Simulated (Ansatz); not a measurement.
ClHZn, SMILES `[Cl][ZnH]`. Total charge 0; spin multiplicity 1.

Task: List the harmonic frequencies (cm⁻¹, unscaled) at PBE0-D4/def2-TZVP in Ansatz. (Best estimate.)

Result: The calculation gave: 423, 444, 444, 1978.

Task: Is this a minimum?

Result: Yes, all 4 modes are real.

Task: Give the ideal-gas thermochemistry at 298.15 K and 1 bar (rigid rotor, harmonic oscillator; point group C∞v, symmetry number 1).

Result: Zero-point energy 19.7 kJ/mol; H(298) − E = 30.5 kJ/mol; entropy 245.0 J/(mol·K), of which translation 166.5, rotation 68.0, vibration 10.5; G(298) − E = -42.5 kJ/mol.

Task: And at 400, 500, 600, 800 and 1000 K?

Result: 
```csv
T (K),H − E (kJ/mol),S (J/mol/K),G − E (kJ/mol)
400,35.4,259.2,-68.2
500,40.5,270.6,-94.7
600,45.8,280.2,-122.3
800,56.8,295.9,-180.0
1000,68.2,308.6,-240.5
```

Task: Rotational constants (cm⁻¹)?

Result: 0.158.
